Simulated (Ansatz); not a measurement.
The cluster B₇H₁₃, relaxed as a singlet with RKS B3LYP-D4/def2-SVP in Ansatz, starting from the GFN2-xTB geometry. Force threshold 0.02 eV/Å.

The structure comes from a short search, and lower isomers may exist.

Start:

```xyz
20

B     1.395   -0.289    0.396
B     0.191    0.903    0.906
B    -0.726   -0.573    0.888
B     1.576    1.377   -0.249
B    -0.133   -1.621   -0.932
B    -1.581    0.774    0.175
B    -1.624   -0.853   -0.462
H     0.068   -1.243   -2.039
H     1.206    1.692   -1.329
H    -0.562    1.606    0.098
H    -2.623   -1.399   -0.741
H     2.256    0.260   -0.433
H     0.260    1.471    1.939
H    -0.794   -1.298    1.803
H     2.333    2.134    0.248
H    -0.062   -2.795   -0.799
H    -2.501    1.343    0.639
H     2.031   -0.742    1.280
H    -1.726    0.485   -1.039
H     1.014   -1.232   -0.351
```

Problem. Estimate the energy that the relaxation releases and the steps that it takes.

Solution. 120.8 kJ/mol, in 13 steps; 43 s on 4 threads of Arm Neoverse V1 on a shared host. No frequencies were taken in this run, so the end may be a saddle point.

Problem. Does the start keep its bonding?

Solution. Bonds formed: B1–B3, B1–B5, B3–B5, B7–H8, B7–H19 (atoms count from 1). The end is the same structure that another start reached, the lowest one found.

Problem. Predict the relaxed structure.

Solution. 
```
atom   x (Å)   y (Å)   z (Å)
  B1   1.242  -0.353   0.345
  B2   0.167   0.973   0.885
  B3  -0.636  -0.667   0.824
  B4   1.558   1.315  -0.246
  B5   0.082  -1.562  -0.493
  B6  -1.489   0.717   0.259
  B7  -1.501  -0.755  -0.686
  H8  -0.529  -1.098  -1.587
  H9   1.156   1.603  -1.350
 H10  -0.568   1.677   0.045
 H11  -2.491  -1.360  -0.974
 H12   2.266   0.263  -0.437
 H13   0.193   1.508   1.957
 H14  -0.962  -1.240   1.824
 H15   2.348   2.035   0.307
 H16   0.132  -2.757  -0.525
 H17  -2.506   1.202   0.659
 H18   1.943  -0.900   1.150
 H19  -1.607   0.512  -1.096
 H20   1.202  -1.112  -0.861
```
Bond lengths: 12 × B–B 1.72 to 1.96 Å; 16 × B–H 1.20 to 1.38 Å.
